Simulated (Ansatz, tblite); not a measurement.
Cost and result up the ladder for SrS2⁻ (the lowest doublet isomer of a short search) (3 atoms). Total charge -1; doublet. Geometry: r2SCAN-D4/def2-TZVPD.

| atom | x (Å) | y (Å) | z (Å) |
| --- | --- | --- | --- |
| Sr1 | 0.012 | -0.007 | 0.007 |
| S2 | 1.629 | 1.289 | -1.568 |
| S3 | -1.640 | -1.282 | 1.561 |

Ansatz on 4 threads of Arm Neoverse V2 on a shared host; xTB runs through tblite on one thread. Times are rough, summed over both states, and most runs start from the orbitals of an earlier one. B2PLYP/def2-TZVPD serves as the yardstick here, not as an exact answer. The other state is a quartet at its own geometry.

In the def2 sets Sr takes a core potential; there is no spin–orbit coupling. The xTB rows come from tblite. Correlated methods freeze 10 core orbitals; core or outer-core shells of Sr are correlated, in sets that lack core-valence functions. In CCSD on the charge -1 doublet the largest single amplitude is 0.28, so its Hartree–Fock determinant may place the open shell otherwise than the density functionals do. The structure comes from a short search, and lower isomers may exist.

Run but left out: HF/def2-TZVPD, HF/def2-TZVPPD, MP2/def2-TZVPD, MP2/def2-TZVPPD (doublet: a determinant that CCSD turns far, T1 0.052).

Correlated methods converge slowly with the basis.

xTB has no spin-polarisation term.

```
                           level  functions  wall time  quartet − doublet (eV)  difference from B2PLYP/def2-TZVPD (eV)                     remarks
                        GFN1-xTB         27    0.006 s                    3.62                                    2.29                           –
                        GFN2-xTB         27    0.009 s                    1.71                                    0.38                           –
            revPBE-D4/def2-TZVPD        125      5.5 s                    1.71                                    0.37   HOMO above zero (quartet)
               PBE-D4/def2-TZVPD        125      5.8 s                    1.79                                    0.46   HOMO above zero (quartet)
              RPA@PBE/def2-TZVPD        125      6.5 s                    1.01                                   -0.32                           –
               B2PLYP/def2-TZVPD        125      9.4 s                    1.33                                    0.00                           –
              BLYP-D4/def2-TZVPD        125       11 s                    1.71                                    0.38   HOMO above zero (quartet)
            r2SCAN-D4/def2-TZVPD        125       14 s                    1.62                                    0.28   HOMO above zero (quartet)
           r2SCAN0-D4/def2-TZVPD        125       17 s                    1.24                                   -0.10                           –
PBE0-D4/def2-TZVPD (with forces)        125       17 s                    1.37                                    0.04                           –
              ωB97X-V/def2-TZVPD        125       34 s                    0.99                                   -0.34                           –
             CCSD(T)/def2-TZVPPD        142       35 s                    0.98                                   -0.35  large T1 (0.052) (doublet)
```
